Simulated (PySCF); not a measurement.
Al(H)(NCO)(OMe) (C₂H₄AlNO₂), SMILES C[O][AlH][N]=C=O. Coordinates come from a PBE-D3(BJ)/def2-SVP optimisation. The structure was generated by enumeration; whether it is a known compound was not checked. One conformer was computed; it need not be the lowest.

Computed equilibrium geometry at PBE-D3(BJ)/def2-SVP (PySCF confirms it by a frequency run) as Cartesian coordinates in Å, and its point group (one conformer of several):
point group Cs.
```xyz
10

Al    -1.0709     0.6030     0.0000
H     -2.6332     0.7963     0.0000
N     -0.3129    -1.0182     0.0000
C      0.1908    -2.1221     0.0000
O      0.6815    -3.1981     0.0000
O     -0.0804     1.9881     0.0000
C      1.2906     2.2892     0.0000
H      1.5551     2.8940    -0.8962
H      1.9377     1.3815     0.0000
H      1.5551     2.8940     0.8962
```
